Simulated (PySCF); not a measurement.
**Stretching TeC**

Set-up: PySCF, scalar-relativistic core potentials, basis sets Te cc-pVTZ-PP with ECP28, C cc-pVTZ. Energies in eV from Te + C in their ground configurations at the same level. State: ¹Σ⁺ (singlet), closed shell.

All columns are PBE0. A positive dipole means Te(−)C(+).

| R (Å) | E (eV) | μ (D) | Mulliken charge on Te (basis-dependent) | HOMO (eV) | LUMO (eV) | Mayer bond order | ⟨S²⟩ |
| --- | --- | --- | --- | --- | --- | --- | --- |
| 1.628 | -2.960 | -3.27 | 0.21 | -7.27 | -2.06 | 2.89 | 0.00 |
| 1.704 | -3.913 | -3.07 | 0.20 | -7.50 | -2.27 | 2.83 | 0.00 |
| 1.779 | -4.436 | -2.85 | 0.20 | -7.71 | -2.48 | 2.77 | 0.00 |
| 1.836 | -4.620 | -2.68 | 0.19 | -7.84 | -2.64 | 2.73 | 0.00 |
| 1.893 | -4.668 | -2.51 | 0.19 | -7.95 | -2.79 | 2.70 | 0.00 |
| 1.950 | -4.611 | -2.33 | 0.18 | -8.05 | -2.95 | 2.67 | 0.00 |
| 2.026 | -4.413 | -2.09 | 0.17 | -7.94 | -3.14 | 2.64 | 0.00 |
| 2.120 | -4.031 | -1.81 | 0.15 | -7.75 | -3.38 | 2.60 | 0.00 |
| 2.234 | -3.458 | -1.48 | 0.12 | -7.55 | -3.65 | 2.57 | 0.00 |
| 2.385 | -2.606 | -1.07 | 0.08 | -7.33 | -3.96 | 2.54 | 0.00 |

A fit through these points gives, at Re = 1.888 Å, μ = -2.52 D and dμ/dR = 3.11 D/Å; the reduced mass is 10.99 u.

Problem. How strong is the fundamental in the double-harmonic approximation, I = 42.26·(dμ/dR)²/μred km/mol?

Solution. I = 42.26·(3.11)²/10.99 = 37.2 km/mol at PBE0.

These are scalar-relativistic numbers at best; spin–orbit coupling would shift them, the dissociation energy most.
